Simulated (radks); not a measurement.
Results of a calculation; reference values are marked as such.
Species: Er46+. Configuration: [Ar] 3d4. Level of theory: scalar-relativistic Kohn-Sham, PBE, spin-polarised, spherical densities, finite nucleus; open shells are filled with parallel spins first (spin-orbit coupling, left out, can overturn this in heavy ions); Fermi nuclear charge, rms radius 5.2516 fm (a radial shooting solver on a logarithmic mesh with Libxc functionals).

Normalised radial functions P(r) = r R(r), r in bohr:

```
   r/bohr * 3s down, o 3p up, + 3d up (the largest magnitude, 2.45, reaches the edge; | marks zero, & curves that meet)
 0.002422                             &     *
  0.00303                             +o     *
 0.003761                             +o     *
 0.004668                             +o      *
 0.005793                             + o      *
  0.00719                             + o       *
 0.008995                             +  o      *
  0.01116                             +   o     *
  0.01385                             +     o *
   0.0172                             |+    * o
  0.02134                             |+ *      o
  0.02649                            *| +         o
  0.03314                      *      |  +           o
  0.04113                 *           |    +          o
  0.05104              *              |       +       o
  0.06335             *               |          + o
  0.07862                 *           |      o        +
  0.09758                          *o |                   +
   0.1221                o            |         *              +
   0.1515       o                     |                    *    +
    0.188  o                          |                        + *
   0.2334    o                        |                    +    *
   0.2896           o                 |             +   *
   0.3595                   o         |       + *
   0.4497                         o   |  +*
   0.5582                            o|&
   0.6927                             &
```

3s down: eigenvalue -4517.6 eV, 2 radial nodes at r = 0.0248, 0.103 bohr, <r> = 0.214 bohr, 90 % of the charge inside 0.312 bohr. 3p up: eigenvalue -4204.6 eV, 1 radial node at r = 0.0925 bohr, <r> = 0.210 bohr, 90 % of the charge inside 0.312 bohr. 3d up: eigenvalue -3841.2 eV, 0 radial nodes, <r> = 0.187 bohr, 90 % of the charge inside 0.286 bohr.
